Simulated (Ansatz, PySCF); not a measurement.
Complex: CH4O (SMILES CO) (first 6 atoms) with CH2O (SMILES C=O); geometry from B3LYP-D3(BJ)/def2-TZVP, rigid monomers moved along the line of their centres of mass till O2···C7 is 3.13 Å.
(charge 0, multiplicity 1):
```xyz
10

C      0.3107    -0.5600     0.2502
O     -0.3733     0.6218     0.6630
H      0.8571    -0.4036    -0.6845
H     -0.4510    -1.3199     0.0829
H      1.0027    -0.9150     1.0196
H      0.2790     1.3190     0.7897
C     -0.4385     0.2257     3.7654
O      0.7173     0.0288     4.0294
H     -0.8908     1.2334     3.8145
H     -1.1264    -0.5902     3.4792
```

Monomers are frozen at their geometry in the pair; levels with a basis set take the counterpoise correction. Rows marked so take none.

Correlated levels freeze the cores. Rows in 6-31G* carry no dispersion term and start afresh at each structure (6-31G* with six Cartesian d functions).

Run with Ansatz (Gaussian orbitals); PySCF for 6-31G* rows, the dispersion terms. Values without a source in brackets are computed.

**Question.** One of these levels gives -2.01 kcal/mol for the interaction energy. Which?
A) PBE-D4/def2-TZVPPD
B) M06-2X/6-31G* (no counterpoise)
C) HF/6-31G*
D) MP2/aug-cc-pVDZ

**Answer.** C, HF/6-31G*. The others give -3.19 (PBE-D4/def2-TZVPPD), -4.09 (M06-2X/6-31G* (no counterpoise)), -2.70 (MP2/aug-cc-pVDZ)

Ansatz is a program for electronic structure.
